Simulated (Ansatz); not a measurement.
Geometry optimisation, RKS B3LYP-D4/def2-SVP in Ansatz.

Input file:

```yaml
crystal:
  periodic: [false, false, false]
  atoms:
    - { symbol: Br, position_ang: [-2.5895, 0.9011, -0.1499] }
    - { symbol: Si, position_ang: [-0.6078, 0.4416, -0.7887] }
    - { symbol: Si, position_ang: [0.8202, -0.1363, 0.7751] }
    - { symbol: S, position_ang: [-0.1201, -1.6042, -0.3698] }
    - { symbol: H, position_ang: [-0.2099, 0.763, -2.2028] }
    - { symbol: H, position_ang: [0.4362, -0.2271, 2.2117] }
    - { symbol: H, position_ang: [2.3322, -0.206, 0.4786] }
basis:
  gaussian: { orbitals: def2-SVP }
hamiltonian:
  xc: b3lyp
  dispersion: d4
relax:
  f_tol: 0.02
  max_steps: 50
output:
  orbitals: {}
```

Command:

```bash
$ ansatz run input.yaml --threads 2 --pin off --max-ram 3072MiB --backend cpu --events-out ev --progress --plain --runs-dir out
```

**Question.** Where does it end, and by what steps?

**Answer.** It converged. After 4 steps the energy has fallen by 0.377 eV; Br1 moved furthest, 0.18 Å.

```tsv
step	energy less start (eV)	largest force component (eV/Å)	accepted
0	0.0000	2.176	yes
1	-0.3435	0.598	yes
2	-0.3738	0.226	yes
3	-0.3771	0.056	yes
4	-0.3775	0.011	yes
```

```xyz
7
Properties=species:S:1:pos:R:3
Br -2.670 1.027 -0.251
Si -0.612 0.344 -0.799
Si 0.894 -0.212 0.784
S -0.139 -1.729 -0.421
H -0.308 0.835 -2.164
H 0.531 -0.195 2.225
H 2.365 -0.138 0.580
```

Whether the end is a true minimum wasn't checked by a vibrational analysis.

Run time: 11 s on 2 threads of Intel(R) Xeon(R) 6975P-C (Granite Rapids), on a shared host, peak memory 0.25 GiB.
